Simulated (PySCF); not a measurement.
TDDFT excited states: C6H7F

C6H7F.
SMILES: `C=C=C(C)C(=C)F`

Computed, not measured: PySCF, TDDFT CAM-B3LYP/def2-SVPD, vertical, gas phase, core orbitals frozen in the response. The structure is a single GFN2-xTB conformer in the gas phase; no vibrational or solvent corrections. Torsions of this conformer, `[CH2:1]=[C:2]=[C:3]([CH3:4])[C:5](=[CH2:6])[F:7]`: C2–C3–C5–C6 180°.

**Question.** Predict the UV-vis stick spectrum at this level.

**Answer.** 

```json
{"state": "S1", "E (eV)": "5.60", "E (hartree)": "0.2058", "f": "0.0006", "|μ| (D)": "0.18", "symmetry": "–", "main configurations (H = HOMO, L = LUMO)": "H→L+1 (35%), H→L+2 (32%), H-1→L (21%)"}
{"state": "S2", "E (eV)": "5.85", "E (hartree)": "0.2149", "f": "0.0032", "|μ| (D)": "0.38", "symmetry": "A′", "main configurations (H = HOMO, L = LUMO)": "H-1→L (73%), H→L+1 (11%), H→L+2 (9%)"}
{"state": "S3", "E (eV)": "5.90", "E (hartree)": "0.2169", "f": "0.776", "|μ| (D)": "5.89", "symmetry": "A′", "main configurations (H = HOMO, L = LUMO)": "H→L (97%)"}
{"state": "S4", "E (eV)": "6.56", "E (hartree)": "0.2412", "f": "0.0077", "|μ| (D)": "0.56", "symmetry": "A″", "main configurations (H = HOMO, L = LUMO)": "H→L+2 (45%), H→L+1 (45%)"}
{"state": "S5", "E (eV)": "7.24", "E (hartree)": "0.2659", "f": "0.0023", "|μ| (D)": "0.29", "symmetry": "A′", "main configurations (H = HOMO, L = LUMO)": "H-2→L (94%)"}
{"state": "S6", "E (eV)": "7.35", "E (hartree)": "0.2702", "f": "0.018", "|μ| (D)": "0.80", "symmetry": "A″", "main configurations (H = HOMO, L = LUMO)": "H→L+3 (74%)"}
{"state": "S7", "E (eV)": "7.65", "E (hartree)": "0.2813", "f": "0.076", "|μ| (D)": "1.62", "symmetry": "A′", "main configurations (H = HOMO, L = LUMO)": "H-1→L+1 (54%), H-1→L+2 (24%), H-1→L+3 (18%)"}
{"state": "S8", "E (eV)": "7.69", "E (hartree)": "0.2824", "f": "0.0003", "|μ| (D)": "0.09", "symmetry": "–", "main configurations (H = HOMO, L = LUMO)": "H→L+4 (64%), H→L+5 (16%)"}
```

Triplets, Tamm–Dancoff:

| state | E (eV) | λ (nm) | main configurations (H = HOMO, L = LUMO) |
| --- | --- | --- | --- |
| T1 | 3.44 | 360.3 | H→L (92%) |
| T2 | 4.84 | 256.0 | H-1→L+2 (43%), H-1→L+1 (36%) |
| T3 | 5.08 | 244.2 | H-2→L (63%), H→L+6 (20%) |

The lowest singlet lies at 5.60 eV (221 nm, ultraviolet) and is very weak; its leading configuration is HOMO→LUMO+1 (35%). The most intense listed level is S3 at 5.90 eV (210 nm, f = 0.776), 0.30 eV above S1. Löwdin shares by element: HOMO carbon 79% or more (atoms not listed hold the other 21%); LUMO carbon 71% or more (atoms not listed hold the other 29%). Weighted by f, the mean energy of these states is 6.09 eV. The oscillator strengths of these states sum to 0.883; summed over the whole spectrum of an exact calculation they would give the number of electrons, 52 (Thomas–Reiche–Kuhn). The listed states span 2.09 eV. Symmetry labels in Cs follow from the direction of the transition dipole and are given only for states with f of 0.002 or more. Only the lowest 8 singlets were computed, as vertical energies without vibronic structure.

Time: 37 s. Hardware: one thread of an Arm Neoverse V2, shared host.
